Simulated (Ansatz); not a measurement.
SnH2Me(NHMe) (C2H9NSn), 13 atoms. Hardware: 2 threads of Arm Neoverse N1 on a shared host.

In the def2 sets Sn takes a core potential; there is no spin–orbit coupling. Correlated methods freeze 7 core orbitals; core or outer-core shells of Sn are correlated, in sets that lack core-valence functions.

(1) How many basis functions does each of these Ansatz runs have, and roughly what does it cost? PBE0-D4/def2-TZVP, charge 0 singlet, energy, from earlier orbitals; MP2/def2-TZVP, charge 0 singlet, energy, from earlier orbitals; B3LYP-D4/def2-SVP, charge 0 singlet, relaxation, 9 steps; CCSD(T)/def2-SVP, charge 0 singlet, energy, from earlier orbitals; PBE-QIDH/def2-TZVP, charge 0 singlet, energy, from earlier orbitals; revPBE-D4/def2-TZVP, charge 0 singlet, energy, from earlier orbitals; PBE0-D4/def2-SVP, charge 0 singlet, energy with a search over starts; PBE0-D4/def2-SVP, charge 0 singlet, energy, from earlier orbitals; PBE-D4/def2-SVP, charge 0 singlet, energy, from earlier orbitals; r2SCAN0-D4/def2-TZVP, charge 0 singlet, energy, from earlier orbitals; r2SCAN-D4/def2-TZVP, charge 0 singlet, energy, from earlier orbitals; PBE-D4/def2-TZVP, charge 0 singlet, energy and forces, from earlier orbitals.

## Answers

(1) Other jobs shared the machine, so times can vary by a factor of up to 3. A dash marks memory too small to be measured apart from the calling script's.

```json
{"run": "PBE-D4/def2-SVP, charge 0 singlet, energy, from earlier orbitals", "functions": "113", "fitting or Cholesky vectors": "1301", "wall time": "2.6 s", "peak host memory (GiB)": "–"}
{"run": "PBE0-D4/def2-SVP, charge 0 singlet, energy, from earlier orbitals", "functions": "113", "fitting or Cholesky vectors": "1364", "wall time": "3.5 s", "peak host memory (GiB)": "–"}
{"run": "revPBE-D4/def2-TZVP, charge 0 singlet, energy, from earlier orbitals", "functions": "197", "fitting or Cholesky vectors": "1299", "wall time": "5.5 s", "peak host memory (GiB)": "–"}
{"run": "PBE0-D4/def2-SVP, charge 0 singlet, energy with a search over starts", "functions": "113", "fitting or Cholesky vectors": "1364", "wall time": "5.5 s", "peak host memory (GiB)": "–"}
{"run": "PBE-D4/def2-TZVP, charge 0 singlet, energy and forces, from earlier orbitals", "functions": "197", "fitting or Cholesky vectors": "1299", "wall time": "6.5 s", "peak host memory (GiB)": "–"}
{"run": "MP2/def2-TZVP, charge 0 singlet, energy, from earlier orbitals", "functions": "197", "fitting or Cholesky vectors": "1517", "wall time": "7 s", "peak host memory (GiB)": "–"}
{"run": "PBE0-D4/def2-TZVP, charge 0 singlet, energy, from earlier orbitals", "functions": "197", "fitting or Cholesky vectors": "1372", "wall time": "7.5 s", "peak host memory (GiB)": "–"}
{"run": "r2SCAN-D4/def2-TZVP, charge 0 singlet, energy, from earlier orbitals", "functions": "197", "fitting or Cholesky vectors": "1299", "wall time": "10 s", "peak host memory (GiB)": "–"}
{"run": "r2SCAN0-D4/def2-TZVP, charge 0 singlet, energy, from earlier orbitals", "functions": "197", "fitting or Cholesky vectors": "1372", "wall time": "12 s", "peak host memory (GiB)": "–"}
{"run": "PBE-QIDH/def2-TZVP, charge 0 singlet, energy, from earlier orbitals", "functions": "197", "fitting or Cholesky vectors": "1517", "wall time": "13 s", "peak host memory (GiB)": "–"}
{"run": "CCSD(T)/def2-SVP, charge 0 singlet, energy, from earlier orbitals", "functions": "113", "fitting or Cholesky vectors": "1246", "wall time": "31 s", "peak host memory (GiB)": "0.66"}
{"run": "B3LYP-D4/def2-SVP, charge 0 singlet, relaxation, 9 steps", "functions": "113", "fitting or Cholesky vectors": "1350", "wall time": "44 s", "peak host memory (GiB)": "–"}
```
